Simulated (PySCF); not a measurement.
# What a mistake does to a calculation on C2GeH8N

Calculated results; nothing here was measured. They come from PySCF 2.14.0, an open-source quantum chemistry program, on an isolated molecule that a program drew, which may never have been made. The molecule is C2GeH8N (charge 0, doublet), drawn as the SMILES string `C[C](N)[GeH3]`.

Each row is a Hartree-Fock (HF) and frozen-core CCSD(T) single point in the cc-pVDZ basis, meant for a local HF minimum. Run 1 is clean. Each other run has one planted mistake out of seven kinds, and not every kind appears here: one electron removed, one electron added, multiplicity raised by two, geometry at a saddle point, minimal basis STO-3G, one bond length entered in bohr, all coordinates scaled. The reference is restricted for singlets and unrestricted otherwise, and also for a bond in bohr. Adding or removing an electron swaps singlet and doublet. Electrons count all cores. HOMO and LUMO are orbital energies over both spins, the gradient is its largest component, and the lowest frequency (negative if imaginary) is given only where the gradient is small. Bond lengths are over the 11 bonds as drawn. T1 is the CCSD diagnostic: over 0.02 (restricted) or 0.045 (unrestricted) a single reference is doubtful. Germanium has the cc-pVDZ-PP basis, with a core potential (ECP10MDF) in place of its 10 inner electrons, and its 3s, 3p and 3d shells are frozen in CCSD(T).

Geometry of the clean run:
```xyz
12
C2GeH8N, angstrom
C    -1.9648   -2.6639    0.2309
C    -0.5423   -2.1793    0.2848
N     0.4165   -3.1069   -0.1677
Ge   -0.0931   -0.2937    0.1536
H    -2.2895   -2.8489   -0.8008
H    -2.0783   -3.6059    0.7806
H    -2.6518   -1.9416    0.6743
H     1.3553   -2.8877    0.1104
H     0.2093   -4.0532    0.1017
H    -0.9469    0.5032    1.1469
H     1.3930   -0.1139    0.4983
H    -0.3294    0.2840   -1.2525
```

| run | electrons | basis functions | <S^2> | HOMO (eV) | LUMO (eV) | gradient (hartree/bohr) | lowest frequency (cm^-1) | mean bond (Å) | longest bond (Å) | T1 | HF (hartree) | CCSD(T) (hartree) | mistake |
|---|---|---|---|---|---|---|---|---|---|---|---|---|---|
| 1 | 59 | 105 | 0.764 | -7.73 | 3.65 | 3.0e-05 | 105 | 1.3415 | 1.943 | 0.0149 | -428.17462 | -428.78800 | no fault |
| 2 | 58 | 105 | 0.000 | -17.39 | -4.41 | 8.7e-02 | - | 1.3415 | 1.943 | 0.0201 | -427.95216 | -428.56492 | one electron removed |
| 3 | 60 | 105 | 0.000 | 0.84 | 9.18 | 6.6e-02 | - | 1.3415 | 1.943 | 0.0143 | -428.08044 | -428.73242 | one electron added |
| 4 | 59 | 105 | 1.380 | -7.88 | 1.96 | 1.1e-02 | - | 1.4660 | 2.907 | 0.0417 | -428.08606 | -428.69620 | one bond length entered in bohr |
| 5 | 59 | 105 | 0.760 | -7.02 | 4.15 | 1.0e-01 | - | 1.2288 | 1.780 | 0.0126 | -428.07758 | -428.67575 | ? |
| 6 | 59 | 105 | 3.770 | -2.37 | -0.79 | 6.9e-02 | - | 1.3415 | 1.943 | 0.0204 | -427.91014 | -428.49463 | ? |

**Which mistake was planted in run 5, and what did it cost?**

The mean and the longest bond both change by the same factor, 0.916, and the gradient is no longer small. So the mistake is: all coordinates scaled. Subtracting run 1 and multiplying by 627.51 kcal/mol a hartree, the energy moved by 60.9 kcal/mol in HF and 70.4 kcal/mol in CCSD(T).

**Which mistake was planted in run 6, and what did it cost?**

Electrons, basis and geometry are unchanged, and <S^2> is 3.770, beside S(S+1) = 3.75 for a multiplicity of 4. So the mistake is: multiplicity raised by two. Subtracting run 1 and multiplying by 627.51 kcal/mol a hartree, the energy moved by 166.0 kcal/mol in HF and 184.1 kcal/mol in CCSD(T).

Cautions from the logs. Run 2: T1 is over the limit, so its CCSD(T) energy is less reliable; run 3: the HOMO is above zero, so the electron isn't bound and the energy depends on the basis.
